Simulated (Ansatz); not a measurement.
Ansatz (a quantum-chemistry and plane-wave program) input (B3LYP-D3(BJ)/def2-TZVP):

Ansatz 0.2 input:
```yaml
crystal:
  periodic: [false, false, false]
  atoms:
    - {symbol: C, position_ang: [2.48980147, -0.08666661, -0.23038556]}
    - {symbol: C, position_ang: [1.18736523, 0.69771460, -0.38879768]}
    - {symbol: C, position_ang: [-0.04100414, -0.17659915, -0.18816150]}
    - {symbol: C, position_ang: [-1.35812004, 0.57620314, -0.16230007]}
    - {symbol: C, position_ang: [-2.55984577, -0.35695917, -0.05140164]}
    - {symbol: O, position_ang: [0.09067354, -0.89825689, 1.12213060]}
    - {symbol: H, position_ang: [2.48248023, -0.98747936, -0.84045569]}
    - {symbol: H, position_ang: [2.71004655, -0.35006253, 0.80687490]}
    - {symbol: H, position_ang: [3.32149344, 0.52562958, -0.56690912]}
    - {symbol: H, position_ang: [1.13803967, 1.10621642, -1.39748667]}
    - {symbol: H, position_ang: [1.16817067, 1.54295413, 0.30261017]}
    - {symbol: H, position_ang: [-0.07065156, -0.98689030, -0.92229891]}
    - {symbol: H, position_ang: [-1.35411807, 1.29405330, 0.66276328]}
    - {symbol: H, position_ang: [-1.43378795, 1.15048277, -1.08563714]}
    - {symbol: H, position_ang: [-2.53004268, -0.95556781, 0.85565242]}
    - {symbol: H, position_ang: [-3.47574969, 0.22513506, -0.03832141]}
    - {symbol: H, position_ang: [-2.60248712, -1.02770533, -0.90471416]}
    - {symbol: H, position_ang: [-0.21921538, -0.30220335, 1.83811099]}
    - {symbol: H, position_ang: [1.05393863, -1.09705042, 1.22389301]}
basis:
  gaussian:
    orbitals: def2-TZVP
hamiltonian:
  xc: b3lyp
  dispersion: d3bj
total_charge: 1
relax: {f_tol: 0.002, max_steps: 150}
```

End of the output:

```
mean field evaluation 96: about -7440.0683 eV, gradient 1.1e-2 eV
mean field -7440.06825616 eV, -273.4174653545 hartree, gradient 1.6e-5 eV, S^2 0.000000; 0 other end points of the search recorded, 0 dependent functions left out
the calculation of the forces begins
reference -7440.06855210 eV, -273.4174762301 hartree; 25, 25 occupied and 239, 239 virtual orbitals, 1623 factors
relax step  12: F+E_penalty+E_count = -7440.71892120 eV  Δ(F+E_penalty+E_count) = -1.658e-6 eV  max|allowed force component| = 2.021e-3 eV/Å  Δτ_max = 0.0016 Å  (32 SCF iters, accepted)
these checks for a lower state are left out or cut short: starts, cluster_reference, orbital_swaps, neighbouring_geometries, increment
integrals: 0.22 GiB planned
1623 factors; their error is unknown
0.35 GiB of the device are held for the grids
1.54 GiB of device memory are held for the factors and their scratch space
mean field: 1.63 GiB planned
mean field -7440.06826317 eV, -273.4174656122 hartree, gradient 1.6e-5 eV, S^2 0.000000; 0 other end points of the search recorded, 0 dependent functions left out
the calculation of the forces begins
reference -7440.06855911 eV, -273.4174764877 hartree; 25, 25 occupied and 239, 239 virtual orbitals, 1623 factors
relax step  13: F+E_penalty+E_count = -7440.71892154 eV  Δ(F+E_penalty+E_count) = -3.476e-7 eV  max|allowed force component| = 8.137e-4 eV/Å  Δτ_max = 0.0006 Å  (32 SCF iters, accepted)
integrals: 0.22 GiB planned
1623 factors; their error is unknown
0.35 GiB of the device are held for the grids
1.54 GiB of device memory are held for the factors and their scratch space
mean field: 1.63 GiB planned
mean field evaluation 128: about -7440.0683 eV, gradient 5.4e-4 eV
mean field -7440.06826317 eV, -273.4174656122 hartree, gradient 1.6e-5 eV, S^2 0.000000; 1 other end points of the search recorded, 0 dependent functions left out
the calculation of the forces begins
reference -7440.06855911 eV, -273.4174764877 hartree; 25, 25 occupied and 239, 239 virtual orbitals, 1623 factors
Total energy: -7440.71921748 eV, -273.4413877418 hartree
Atom 0 at     2.515039    -0.064743    -0.279387 Å, force    -0.000241    -0.000471     0.000327 eV/Å
Atom 1 at     1.199099     0.705257    -0.381307 Å, force    -0.000248     0.000505    -0.000145 eV/Å
Atom 2 at    -0.037639    -0.138545    -0.227649 Å, force     0.000218    -0.000373    -0.000814 eV/Å
Atom 3 at    -1.364953     0.563860    -0.186150 Å, force     0.000035     0.000378     0.000266 eV/Å
Atom 4 at    -2.581471    -0.349137    -0.050550 Å, force     0.000157    -0.000219    -0.000031 eV/Å
Atom 5 at     0.077409    -0.908846     1.186011 Å, force     0.000168     0.000052     0.000377 eV/Å
Atom 6 at     2.542737    -0.910822    -0.968111 Å, force     0.000013    -0.000013    -0.000031 eV/Å
Atom 7 at     2.717732    -0.433056     0.733263 Å, force     0.000089    -0.000073     0.000105 eV/Å
Atom 8 at     3.352449     0.586976    -0.522619 Å, force    -0.000124     0.000077    -0.000069 eV/Å
Atom 9 at     1.114189     1.147905    -1.378528 Å, force    -0.000193     0.000056     0.000012 eV/Å
Atom 10 at     1.170245     1.541340     0.322742 Å, force     0.000028     0.000027     0.000025 eV/Å
Atom 11 at    -0.042574    -1.010060    -0.880391 Å, force    -0.000048     0.000050    -0.000077 eV/Å
Atom 12 at    -1.346499     1.334251     0.593081 Å, force     0.000006     0.000131     0.000042 eV/Å
Atom 13 at    -1.416961     1.114596    -1.130879 Å, force     0.000081    -0.000020    -0.000006 eV/Å
Atom 14 at    -2.592368    -0.888780     0.897241 Å, force     0.000012    -0.000031     0.000051 eV/Å
Atom 15 at    -3.495232     0.240445    -0.101076 Å, force     0.000124     0.000095    -0.000033 eV/Å
Atom 16 at    -2.612770    -1.083682    -0.856247 Å, force    -0.000022    -0.000111    -0.000049 eV/Å
Atom 17 at    -0.193603    -0.338913     1.928860 Å, force    -0.000024    -0.000097    -0.000021 eV/Å
Atom 18 at     0.992159    -1.215099     1.336862 Å, force    -0.000029     0.000036     0.000071 eV/Å
Dipole moment:     0.269233    -0.085918     0.466624 e Å
```

It need not be the lowest isomer of its formula.
